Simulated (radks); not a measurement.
Q: Neutral xenon, [Xe]. All-electron calculation, non-relativistic Kohn-Sham, LDA (Slater exchange, Perdew-Wang correlation), spin-polarised, spherical densities, point nucleus. Program: a radial shooting solver on a logarithmic mesh with Libxc functionals. Every spin shell is full or empty, so the densities are truly spherical. Functionals are evaluated on that one density, not self-consistently. Rank these orbital-free kinetic functionals by their error against the exact value of the orbitals, and give that value: Thomas-Fermi, von Weizsacker, TF + vW, TF + vW/9, TF + vW/5, LC94, APBEK, revAPBEK, Perdew 92, Thakkar, PG1, DePristo-Kress, Ernzerhof.

A: Exact: 7225.10 hartree. From best to worst, with 100 (|E| - |E exact|)/|E exact| (equal figures are ties): LC94 +0.05, APBEK +0.10, DePristo-Kress -0.12, revAPBEK +0.27, Ernzerhof -0.43, Thakkar -0.62, Perdew 92 -0.68, TF + vW/9 -0.69, TF + vW/5 +2.91, Thomas-Fermi -5.19, PG1 +14.57, TF + vW +35.29, von Weizsacker -59.52.
